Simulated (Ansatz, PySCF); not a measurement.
Reaction (SMILES): [NH][SiH](N)N → N[Si](N)N
Each molecule is optimised on its own at B3LYP-D3(BJ)/def2-TZVP (Ansatz, an electronic-structure program), one conformer each, not searched for the lowest.

Quantity: isomerisation energy (enthalpy at 298 K, with B3LYP-D3(BJ) rigid-rotor harmonic-oscillator terms from PySCF), in kJ/mol. Correlated levels leave the core frozen unless marked. UHF or UKS for open shells. Spin-orbit coupling is left out. Non-relativistic. CBS marks a two-point X^-3 extrapolation of the correlation energy; Hartree-Fock from the larger set.

```csv
level,program,isomerisation energy (kJ/mol)
HF/6-31G,Ansatz,-60.4
HF/aug-cc-pV(D+d)Z,Ansatz,-13.5
LC-wPBE-D3(BJ)/def2-TZVPD,Ansatz + dftd3,-72.6
SCS-MP2/cc-pVTZ,Ansatz,-70.4
```

Task: Predict the CCSD(T)/CBS(aug-cc-pV(T+d)Z,aug-cc-pV(Q+d)Z) result (Ansatz).

Result: -70.2 kJ/mol, so SCS-MP2/cc-pVTZ differs from it by -0.2 kJ/mol.
